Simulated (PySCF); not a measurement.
Isomers of C5H11OPSi.

All values: PBE0/pcSseg-1 (PySCF) at GFN2-xTB geometries, gas phase, one conformer each.

(1) Rank by LUMO energy, lowest first.
A. `[CH2:1]=[C:2]([CH3:3])[Si@@:4]1([PH2:5])[CH2:6][CH2:7][O:8]1` with C1–C2–Si4–P5 -10°, C2–Si4–P5–H -156° and -63°
B. `[CH3:1][P@@:2]1(=[O:3])[CH2:4][CH2:5][CH:6]=[C:7]1[SiH3:8]` with C1–P2–C4–C5 93°, P2–C4–C5–C6 18°, C4–C5–C6–C7 -14°, C1–P2–C7–C6 -101°
C. `[CH3:1][CH2:2][P:3]1[C:4]([SiH3:5])=[C:6]1[O:7][CH3:8]` with C1–C2–P3–C4 -83°, C4–C6–O7–C8 -179°
D. `[CH:1]#[C:2][P@:3](=[O:4])([CH2:5][CH3:6])[CH2:7][SiH3:8]` with C2–P3–C5–C6 -60°, C2–P3–C7–Si8 173°

(2) Rank by the highest IAO charge on any atom, lowest value first.
A. `[CH3:1][CH2:2][P:3]1[C:4]([SiH3:5])=[C:6]1[O:7][CH3:8]` with C1–C2–P3–C4 -83°, C4–C6–O7–C8 -179°
B. `[CH:1]#[C:2][P@:3](=[O:4])([CH2:5][CH3:6])[CH2:7][SiH3:8]` with C2–P3–C5–C6 -60°, C2–P3–C7–Si8 173°
C. `[CH3:1][P@@:2]1(=[O:3])[CH2:4][CH2:5][CH:6]=[C:7]1[SiH3:8]` with C1–P2–C4–C5 93°, P2–C4–C5–C6 18°, C4–C5–C6–C7 -14°, C1–P2–C7–C6 -101°
D. `[CH2:1]=[C:2]([CH3:3])[Si@@:4]1([PH2:5])[CH2:6][CH2:7][O:8]1` with C1–C2–Si4–P5 -10°, C2–Si4–P5–H -156° and -63°

(3) Rank by the lowest Hirshfeld charge on any atom, lowest value first.
A. `[CH3:1][P@@:2]1(=[O:3])[CH2:4][CH2:5][CH:6]=[C:7]1[SiH3:8]` with C1–P2–C4–C5 93°, P2–C4–C5–C6 18°, C4–C5–C6–C7 -14°, C1–P2–C7–C6 -101°
B. `[CH:1]#[C:2][P@:3](=[O:4])([CH2:5][CH3:6])[CH2:7][SiH3:8]` with C2–P3–C5–C6 -60°, C2–P3–C7–Si8 173°
C. `[CH3:1][CH2:2][P:3]1[C:4]([SiH3:5])=[C:6]1[O:7][CH3:8]` with C1–C2–P3–C4 -83°, C4–C6–O7–C8 -179°
D. `[CH2:1]=[C:2]([CH3:3])[Si@@:4]1([PH2:5])[CH2:6][CH2:7][O:8]1` with C1–C2–Si4–P5 -10°, C2–Si4–P5–H -156° and -63°

Answers

(1) B (-0.80 eV), A (-0.62 eV), D (-0.21 eV), C (-0.09 eV).

(2) A (+0.618 e), D (+1.065 e), C (+1.521 e), B (+1.556 e).

(3) A (-0.411 e), B (-0.396 e), D (-0.265 e), C (-0.180 e).

All values together:

```
                 SMILES  μ (D)  HOMO (eV)  LUMO (eV)  lowest IAO charge (e)  highest IAO charge (e)  lowest Hirshfeld charge (e)  highest Hirshfeld charge (e)
   C=C(C)[Si@@]1(P)CCO1   1.35      -7.11      -0.62             -0.674 (O)             +1.065 (Si)                   -0.265 (O)                   +0.389 (Si)
C[P@@]1(=O)CCC=C1[SiH3]   4.52      -7.44      -0.80             -0.920 (O)              +1.521 (P)                   -0.411 (O)                    +0.423 (P)
     CCP1C([SiH3])=C1OC   2.22      -6.18      -0.09             -0.520 (C)             +0.618 (Si)                   -0.180 (C)                   +0.314 (Si)
 C#C[P@](=O)(CC)C[SiH3]   4.12      -7.69      -0.21             -0.913 (O)              +1.556 (P)                   -0.396 (O)                    +0.437 (P)
```

Conformers: `[CH2:1]=[C:2]([CH3:3])[Si@@:4]1([PH2:5])[CH2:6][CH2:7][O:8]1` with C1–C2–Si4–P5 -10°, C2–Si4–P5–H -156° and -63°; `[CH3:1][P@@:2]1(=[O:3])[CH2:4][CH2:5][CH:6]=[C:7]1[SiH3:8]` with C1–P2–C4–C5 93°, P2–C4–C5–C6 18°, C4–C5–C6–C7 -14°, C1–P2–C7–C6 -101°; `[CH3:1][CH2:2][P:3]1[C:4]([SiH3:5])=[C:6]1[O:7][CH3:8]` with C1–C2–P3–C4 -83°, C4–C6–O7–C8 -179°; `[CH:1]#[C:2][P@:3](=[O:4])([CH2:5][CH3:6])[CH2:7][SiH3:8]` with C2–P3–C5–C6 -60°, C2–P3–C7–Si8 173°.
